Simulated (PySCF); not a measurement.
**Computed properties of Ta(NH)(Cl)2(NH2) (Cl2H3N2Ta), SMILES [NH]=[Ta]([NH2])([Cl])[Cl], multiplicity 1**

Ta(NH)(Cl)2(NH2) (Cl₂H₃N₂Ta), SMILES [NH2][Ta]([Cl])(=[NH])[Cl], multiplicity 1. Coordinates come from a PBE0-D3(BJ)/def2-SVP optimisation. The spin state was assumed, not searched. The structure was generated by enumeration; whether it is a known compound was not checked. The def2 effective core potentials stand for the cores of Ta; spin–orbit coupling is left out. Other conformers were not sampled. All values are computed for the isolated molecule unless a solvent is named; none is compared with measurement here.

**Structure.** The optimised structure has Cs symmetry. All 18 harmonic modes at PBE0-D3(BJ)/def2-SVP (PySCF) are real, so it is a minimum. With heavy atoms numbered as in [Ta:1](=[NH:2])([Cl:4])([Cl:5])[NH2:6], the shortest bond between them is Ta1–N2 at 1.753 Å and the longest Ta1–Cl5 at 2.328 Å.

**Vibrations.** The strongest infrared lines (harmonic, unscaled, degenerate partners summed) lie at 568 cm⁻¹ (362 km/mol, H 79 %, N 21 %), 3689 cm⁻¹ (219 km/mol, H 92 %), 717 cm⁻¹ (117 km/mol, N 68 %, H 23 %, Ta 9 %). The softest mode is at 100 cm⁻¹ and the zero-point energy is 26.5 kcal/mol.

**Electronic structure.** M06-2X/def2-TZVP (PySCF) places the frontier levels at -9.47 and -0.71 eV, a gap of 8.76 eV, and gives a dipole moment of 2.87 D and a mean polarisability of 77.3 bohr³. PBE/def2-TZVP (PySCF) at the same geometry gives -6.77 and -2.33 eV, so its gap is 4.32 eV narrower. An orbital gap is neither the optical nor the fundamental gap.

**Excitations.** TDA-ωB97X/def2-SVPD (PySCF) has S1 at 5.12 eV (242 nm, f = 0.004, weak); the most intense of the 10 singlets computed lies at 5.85 eV (f = 0.03). T1 (TDA) is at 4.80 eV, 0.32 eV under S1. TDA-PBE/def2-SVPD (PySCF) puts S1 at 4.51 eV. No vertical singlet excitation falls in the visible range (under 3.1 eV).
